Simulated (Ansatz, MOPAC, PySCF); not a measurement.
Molecule: hydrogen bromide, HBr, net charge 0, singlet state. SMILES: Br
Structure (B3LYP-D3(BJ)/def2-TZVP (Ansatz, a quantum-chemistry and plane-wave program) minimum search):
```xyz
2

Br     0.0000     0.0000    -0.0396
H      0.0000     0.0000     1.3852
```
Charge 0, spin multiplicity 1.

Unscaled harmonic wavenumbers (cm⁻¹) in rising order, each level at the stationary point that it reaches from this structure (no distance between atoms moves by over 0.3 Å); the order of modes can differ between levels, and a negative number is imaginary. B3LYP-D3(BJ)/def2-TZVP (PySCF, at the structure above): 2617.

PM6 (MOPAC): 2542. Zero-point energy 3.6 against 3.7 kcal/mol; where all levels lie over 400 cm⁻¹, the wavenumbers are on average 0.971 times those of B3LYP-D3(BJ)/def2-TZVP.

HF/3-21G (Ansatz): 2474. Zero-point energy 3.5 against 3.7 kcal/mol; where all levels lie over 400 cm⁻¹, the wavenumbers are on average 0.946 times those of B3LYP-D3(BJ)/def2-TZVP.

HF/6-31G* with LANL2DZ past Ar (Ansatz): 2560. Zero-point energy 3.7 against 3.7 kcal/mol; where all levels lie over 400 cm⁻¹, the wavenumbers are on average 0.978 times those of B3LYP-D3(BJ)/def2-TZVP.
